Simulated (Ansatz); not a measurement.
Two isomers of C2H6OSi2: A = `O=C=C([SiH3])[SiH3]`, B = `[SiH3]C1=CO[SiH2]1`.

Isolated molecules relaxed with PBE0-D4/def2-TZVP in Ansatz; ΔE leaves out vibrations. CBS: MP2 limit from def2 TZ/QZ plus the TZ coupled-cluster correction, frozen cores. DFT in def2-TZVPP. B3LYP here is the variant with VWN-RPA as its local correlation; programs differ in this.

A:

```xyz
11

O    -0.995    0.362    2.692
C    -0.597    0.218    1.616
C    -0.149    0.055    0.403
Si   -0.940   -1.239   -0.663
Si    1.249    1.126   -0.174
H    -1.505   -0.611   -1.885
H     0.076   -2.238   -1.084
H    -2.020   -1.911    0.102
H     0.829    1.907   -1.367
H     1.642    2.051    0.919
H     2.409    0.281   -0.559
```

B:

Z-matrix (Å, degrees):
```
Si
O 1 1.717
C 1 2.125 2 40.1
C 1 1.839 2 79.1 3 -0.0
H 1 1.482 2 111.8 3 -118.0
H 1 1.482 2 111.8 3 118.0
H 3 1.089 1 169.9 2 -0.0
Si 4 1.831 1 148.6 2 180.0
H 8 1.488 4 111.1 1 59.8
H 8 1.489 4 109.4 1 -180.0
H 8 1.488 4 111.1 1 -59.8
```

Problem. Which is lower in electronic energy at CCSD(T)/CBS, and by how much? (An estimate is asked.)

Solution. The calculation gave: B, by 12.7 kJ/mol.

Problem. Give E(B) − E(A) in kJ/mol with CCSD/def2-TZVPP, B2PLYP, B3LYP-D4, CCSD(T)/def2-TZVPP, ωB97M-V, PBE-D4, r2SCAN-D4. (Best estimate.)

Solution. The calculation gave: CCSD/def2-TZVPP -7.3, B2PLYP 5.2, B3LYP-D4 10.2, CCSD(T)/def2-TZVPP -5.3, ωB97M-V -6.4, PBE-D4 5.6, r2SCAN-D4 4.1. The order is the other way round with B2PLYP, B3LYP-D4, PBE-D4, r2SCAN-D4.

Largest T1 diagnostic: 0.015.

From PBE to PBE0 (25 % exact exchange), in def2-TZVPP and without D4, E(B) − E(A) moves by −10.2 kJ/mol. In def2-TZVPP, CCSD(T) changes the Hartree–Fock value by −14.4 kJ/mol (the triples alone add +2.0 kJ/mol) and MP2 by −12.3 kJ/mol.
